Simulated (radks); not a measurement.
Excited configurations of Nb: one electron is placed in a higher orbital outside [Kr] 4d4. The ground configuration is [Kr] 4d4 5s1. All-electron calculation, scalar-relativistic Kohn-Sham, r2SCAN, spin-unpolarised, spherical densities, finite nucleus; meta-GGA in the generalised Kohn-Sham scheme; Fermi nuclear charge, rms radius 4.324 fm. Program: a radial shooting solver on a logarithmic mesh with Libxc functionals. Excitation = E - E(ground); binding = E(ion) - E, where the ion is the core of charge +1; n* = 1/sqrt(2 binding) in atomic units, and the quantum defect is n - n*.

| outer orbital | excitation (eV) | binding (eV) | n* | quantum defect | eigenvalue (eV) | <r> (bohr) |
|---|---|---|---|---|---|---|
| 4f | 5.546 | 0.848 | 4.007 | -0.007 | -0.382 | 18.27 |
| 5p | 2.932 | 3.462 | 1.983 | 3.017 | -1.641 | 5.343 |
| 5d | 4.966 | 1.428 | 3.087 | 1.913 | -0.641 | 11.29 |
| 5f | 5.814 | 0.580 | 4.845 | 0.155 | -0.323 | 31.01 |
| 6s | 4.214 | 2.179 | 2.499 | 3.501 | -1.296 | 9.750 |
| 6p | 4.848 | 1.546 | 2.967 | 3.033 | -0.895 | 12.75 |
| 6f | 5.979 | 0.415 | 5.727 | 0.273 | -0.251 | 46.71 |
| 7s | 5.248 | 1.146 | 3.446 | 3.554 | -0.714 | 18.53 |
| 7f | 6.084 | 0.310 | 6.626 | 0.374 | -0.196 | 65.47 |

The Delta-SCF ionisation energy is 6.394 eV (NIST Atomic Spectra Database: 6.759 eV, measured). Self-interaction in the functional shifts the binding energies and quantum defects, so they are the method's values and not measured ones. Spin polarisation and multiplet splitting are left out, so open shells lie too high by an amount that depends on their filling.

Beside tabulated values, note that spin-unpolarised runs miss the spin-polarisation part of the exchange energy of open shells.
